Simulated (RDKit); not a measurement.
Job for RDKit: UFF on CH3ClO (a complex).

```python
from rdkit import Chem
from rdkit.Chem import AllChem, rdDetermineBonds

blocks = [
'''2

Cl   -0.15233745   -0.05620710    0.44346865
H     0.14962411    0.49239252    1.58775990
''',
'''4

C    -0.33707380    0.01202596    3.99942125
O     0.28124162    0.85624366    3.40316569
H    -0.40205382    0.02138265    5.10027760
H    -0.86219234   -0.80265068    3.47155992
''',
]
mol = None
for b in blocks:
    f = Chem.MolFromXYZBlock(b)
    rdDetermineBonds.DetermineBonds(f, charge=0)
    mol = f if mol is None else Chem.CombineMols(mol, f)
Chem.SanitizeMol(mol)
print(Chem.MolToSmiles(Chem.RemoveHs(mol)))
ff = AllChem.UFFGetMoleculeForceField(mol, vdwThresh=100.0, ignoreInterfragInteractions=False)
e = ff.CalcEnergy()
print(f'UFF energy {e:.6f} kcal/mol')
```

Output:

```
C=O.Cl
UFF energy 33.171602 kcal/mol
```

The run finished.

Cost: about 0.03 core-seconds (a rough figure).
